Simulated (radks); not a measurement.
Results of a calculation; reference values are marked as such.
Problem. All-electron atom: Lu55+ in [Ne] 3s2 3p4. Level of theory: scalar-relativistic Kohn-Sham, SCAN, spin-polarised, spherical densities, finite nucleus; open shells are filled with parallel spins first (spin-orbit coupling, left out, can overturn this in heavy ions); meta-GGA in the generalised Kohn-Sham scheme; Fermi nuclear charge, rms radius 5.37 fm (a radial shooting solver on a logarithmic mesh with Libxc functionals). Some entries of the table are withheld. Estimate them.

| orbital | occ. | eigenvalue (eV) | r(max) (bohr) | <r^2> (bohr^2) |
|---|---|---|---|---|
| 1s up | 1 | -67414.89 | 0.01213 | 0.0005120 |
| 1s down | 1 | -67407.20 | 0.01213 | 0.0005119 |
| 2s up | 1 | -14753.07 | 0.06890 | (1) |
| 2s down | 1 | -14748.06 | 0.06893 | (2) |
| 2p up | 3 | -13480.87 | 0.05622 | 0.006304 |
| 2p down | 3 | -13472.79 | 0.05626 | 0.006303 |
| 3s up | 1 | -5842.775 | (3) | 0.04397 |
| 3s down | 1 | -5815.958 | (4) | 0.04409 |
| 3p up | 3 | -5457.907 | 0.1815 | 0.04287 |
| 3p down | 1 | -5431.053 | 0.1816 | 0.04298 |

Solution. 
(1) 2s up <r^2> (bohr^2): 0.007730
(2) 2s down <r^2> (bohr^2): 0.007724
(3) 3s up r(max) (bohr): 0.1861
(4) 3s down r(max) (bohr): 0.1862
